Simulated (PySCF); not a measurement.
**Al⁺ (aluminium, charge +1) across methods**

[Ne] 3s1 3p1, high-spin 3P determinant (an excited configuration). Calculation: PySCF 2.14, in aug-cc-pVDZ-DK (5s4p2d, 27 functions); the spin-free X2C one-electron Hamiltonian (Gaussian nucleus).

| method | E (hartree) | mean ε 2p β (eV) | mean ε 3s α (eV) | mean ε 3p α (eV) | Σ⟨r²⟩ (bohr²) | ⟨S²⟩ |
| --- | --- | --- | --- | --- | --- | --- |
| TPSSh | -242.4217 | -81.652 | -16.774 | -10.950 | 19.14 | 2.000 |
| PBE0 | -242.2993 | -84.094 | -17.499 | -11.515 | 19.21 | 2.000 |
| LDA | -241.3402 | -79.430 | -16.367 | -10.418 | 19.27 | 2.000 |
| M06-L | -242.3930 | -81.045 | -16.380 | -10.534 | 18.99 | 2.000 |
| PBE | -242.2737 | -79.409 | -16.288 | -10.526 | 19.22 | 2.000 |
| B3LYP | -242.4279 | -83.402 | -17.222 | -11.213 | 19.14 | 2.000 |
| r2SCAN | -242.3868 | -81.127 | -16.549 | -10.697 | 19.16 | 2.000 |

Estimate the same row for UHF.

E (hartree) = -241.97160; mean ε 2p β (eV) = -96.994; mean ε 3s α (eV) = -20.713; mean ε 3p α (eV) = -14.148; Σ⟨r²⟩ (bohr²) = 19.50; ⟨S²⟩ = 2.000.
